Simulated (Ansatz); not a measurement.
Reaction (hydrogenolysis of the Sn–O bond): `[OH][Sn]([OH])([F])[F]` + H₂ → `[OH][SnH]([F])[F]` + H₂O

Gas-phase electronic energies from Ansatz, PBE0-D4/def2-TZVP geometries. CBS: MP2 limit from def2 TZ/QZ plus the TZ coupled-cluster correction, frozen cores. This one scheme is used for every species. Functionals use def2-TZVPP. B3LYP here is the variant with VWN-RPA as its local correlation; programs differ in this. HSE06 is defined as in plane-wave codes. def2 core potentials past Kr. For Sn outer-core shells are correlated without core-valence functions, which leaves a few kJ/mol of doubt a bond. One conformer a species, not always the lowest.

`[OH][Sn]([OH])([F])[F]`:

```xyz
7

O    -0.619    0.047   -1.718
Sn   -0.115    0.021    0.136
O     1.773   -0.258    0.356
F    -0.560    1.637    1.029
F    -1.150   -1.324    0.989
H    -1.466   -0.382   -1.873
H     2.137    0.259    1.081
```

H₂:

```xyz
2

H     0.241   -0.076    0.274
H    -0.241    0.076   -0.274
```

`[OH][SnH]([F])[F]`:

```xyz
6

O     1.134   -0.078   -1.047
Sn   -0.443    0.148    0.042
F     0.071    1.116    1.599
F    -0.895   -1.559    0.753
H     1.867   -0.494   -0.586
H    -1.733    0.868   -0.761
```

H₂O:

```xyz
3

O    -0.014   -0.189    0.340
H    -0.633    0.466    0.010
H     0.647   -0.277   -0.350
```

```
          level  ΔE (kJ/mol)  difference from CCSD(T)/CBS
      revPBE-D4         -3.1                          3.4
        BLYP-D4         -1.6                          4.9
     r2SCANh-D4         -7.2                         -0.7
   CAM-B3LYP-D4        -12.2                         -5.7
            PBE        -10.6                         -4.1
           BLYP         -7.6                         -1.1
         r2SCAN         -4.3                          2.2
           PBE0        -17.6                        -11.1
          B3LYP        -13.8                         -7.3
        r2SCANh         -8.0                         -1.5
          HSE06        -17.4                        -10.9
        LC-ωPBE        -15.1                         -8.6
   MP2/def2-SVP         -5.3                          1.2
  CCSD/def2-SVP        -18.0                        -11.5
CCSD/def2-TZVPP        -13.9                         -7.4
 CCSD/CBS(def2)        -11.6                         -5.1
    CCSD(T)/CBS         -6.5                            0
```

Largest T1 diagnostic among the species: 0.015.

From r2SCAN to r2SCAN0 (25 % exact exchange), in def2-TZVPP and without D4, ΔE moves by −8.6 kJ/mol. The D4 term adds +4.7 kJ/mol with B3LYP and +2.5 kJ/mol with PBE0; it sums over pairs of atoms, weighted by their polarisabilities, and B3LYP, whose exchange is more repulsive, gets the larger term. At CCSD(T), def2-SVP lies −7.9 kJ/mol from the extrapolated value and def2-TZVPP −2.2 kJ/mol.
